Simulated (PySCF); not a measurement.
An excited-state job on `C[N](C=O)[GeH2][AsH2]`.

Method: TDDFT PBE0/def2-SVPD, vertical, gas phase, core orbitals frozen in the response (PySCF 2.14.0, density-fitted response routines). Geometry: GFN2-xTB. The input is one job of a driver script: a line of settings, then coordinates in Å.

Command:
```bash
OMP_NUM_THREADS=1 python probes_run.py task.json out
```

Input:
```
{"job": {"kind": "uv", "xc": "PBE0", "basis": "def2-SVPD", "nstates": 6, "ntriplets": 2}, "charge": 0, "multiplicity": 1}
C     -1.563276    -0.858894    -0.763174
N     -0.707959     0.053552    -0.048078
C     -0.798243     1.364700    -0.182452
O     -0.025688     2.114224     0.397601
Ge     0.759900    -0.355841     1.108842
As     2.674639     0.865828     0.396675
H     -2.543256    -0.409512    -0.932424
H     -1.128870    -1.127972    -1.730573
H     -1.684989    -1.765324    -0.172027
H     -1.601067     1.748408    -0.835562
H      0.172592    -0.027997     2.469537
H      0.666929    -1.887271     1.012743
H      2.258414     0.671973    -1.029514
H      3.520198    -0.386347     0.286239
```

Give the output.

```
coarse grid: 55184 points
cycle   1  E = -4522.3143804961  dE = -6.091e-01  |g| = 8.530e-01  |ddm| = 5.003e+00
cycle   2  E = -4521.7441826508  dE =  5.702e-01  |g| = 1.842e+00  |ddm| = 2.598e+00
cycle   3  E = -4522.4357159944  dE = -6.915e-01  |g| = 2.827e-01  |ddm| = 1.969e+00
cycle   4  E = -4522.4486755515  dE = -1.296e-02  |g| = 9.954e-02  |ddm| = 3.501e-01
cycle   5  E = -4522.4504231083  dE = -1.748e-03  |g| = 3.504e-02  |ddm| = 1.348e-01
cycle   6  E = -4522.4506472560  dE = -2.241e-04  |g| = 6.822e-03  |ddm| = 4.502e-02
cycle   7  E = -4522.4506557223  dE = -8.466e-06  |g| = 1.674e-03  |ddm| = 1.064e-02
final grid: 113704 points
cycle   8  E = -4522.4506812036  dE =  7.227e-07  |g| = 2.633e-03  |ddm| = 8.854e-03
cycle   9  E = -4522.4506771220  dE =  4.082e-06  |g| = 5.251e-03  |ddm| = 7.313e-03
cycle  10  E = -4522.4506824871  dE = -5.365e-06  |g| = 6.136e-04  |ddm| = 4.725e-03
cycle  11  E = -4522.4506825574  dE = -7.031e-08  |g| = 6.034e-05  |ddm| = 7.984e-04
cycle  12  E = -4522.4506825580  dE = -5.839e-10  |g| = 1.128e-05  |ddm| = 7.822e-05
converged SCF energy = -4522.4506825580

Static polarisability (au): isotropic 99.197, principal 83.455 96.006 118.131

Singlet excitations
state   eV       nm        f      main configurations
  1   5.6815    218.2   0.00115   H-1->L+2 0.51, H-1->L+1 0.18, H-1->L 0.16
  2   5.8646    211.4   0.05086   H->L 0.55, H->L+1 0.38
  3   5.8912    210.5   0.03126   H->L+1 0.57, H->L 0.38
  4   6.2570    198.2   0.00063   H->L+2 0.38, H-1->L 0.34, H-1->L+1 0.23
  5   6.3339    195.7   0.00760   H-1->L 0.36, H->L+2 0.28, H-2->L 0.18
  6   6.4501    192.2   0.11565   H-2->L 0.61, H-2->L+1 0.17

Triplet excitations (Tamm-Dancoff, eV): 4.8797 5.1578
```

The SCF starts on a coarse grid where the log names one; the energy can jump when the final grid takes over, and dE then counts from the start density on the new grid. H and L stand for HOMO and LUMO; the number after each pair is its weight.

How does the lowest singlet excitation compare with the HOMO–LUMO gap?

HOMO -7.23 eV and LUMO -0.35 eV give a gap of 6.88 eV; S1 at 5.68 eV lies 1.20 eV below it.

Give the mean polarisability as a volume in Å³, and the ratio of the largest to the smallest principal value.

99.197 au × 0.148185 = 14.70 Å³; 118.131/83.455 = 1.42.

Summary of the converged run: HOMO -7.23 eV, LUMO -0.35 eV; lowest singlet 5.68 eV; lowest triplet 4.88 eV (Tamm–Dancoff); mean polarisability 99.2 au.

 Relativistic effects, spin–orbit coupling among them, are left out although an element past zinc is present.

Estimate the wall time. Hardware: an Arm Neoverse V2 with one thread, no GPU (shared host). And the peak memory of the process?

About 52 s (density and orbital grids were written too), with 0.92 GiB resident at the peak, the Python interpreter and its libraries included.

One conformer stands for the species.
Labels such as C1 count atoms from 1, the log's own numbers from 0.
